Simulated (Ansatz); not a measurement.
Consider the formal exchange of groups at a B–B bond: `C[B]([GaH2])BF` + CH₄ → `C[B](C)[GaH2]` + `BF`.

Calculated with Ansatz (gas phase, PBE0-D4/def2-TZVP geometries, no zero-point term in ΔE). CCSD(T)/CBS is the MP2 limit (def2-TZVPP, def2-QZVPP) plus CCSD(T) − MP2 in def2-TZVPP, frozen cores. This one scheme is used for every species. DFT in def2-TZVPP. For Ga outer-core shells are correlated without core-valence functions, which leaves a few kJ/mol of doubt a bond. Scalar relativity is left out up to krypton. Each species was taken in one conformer, which may not be the lowest.

```tsv
species	revPBE-D4 energy (Eh)
`C[B]([GaH2])BF`	-2116.00511
CH₄	-40.52299
`C[B](C)[GaH2]`	-2030.59130
`BF`	-125.93688
```

Question: Work out ΔE.

Answer: ΔE = (-2030.59130) + (-125.93688) − (-2116.00511) − (-40.52299) = -0.00008 Eh = -0.2 kJ/mol. CCSD(T)/CBS gives -11.2 kJ/mol.

Largest T1 diagnostic among the species: 0.014.

Leaving LDA and LC-ωPBE aside and taking each functional with its dispersion term where it has one, the values, not all of them listed here, spread over 13.4 kJ/mol, from ωB97M-V to PBE-D4. LDA lies −3.5 kJ/mol from PBE without D4. From BLYP to BHLYP (50 % exact exchange), in def2-TZVPP and without D4, ΔE moves by −9.6 kJ/mol.
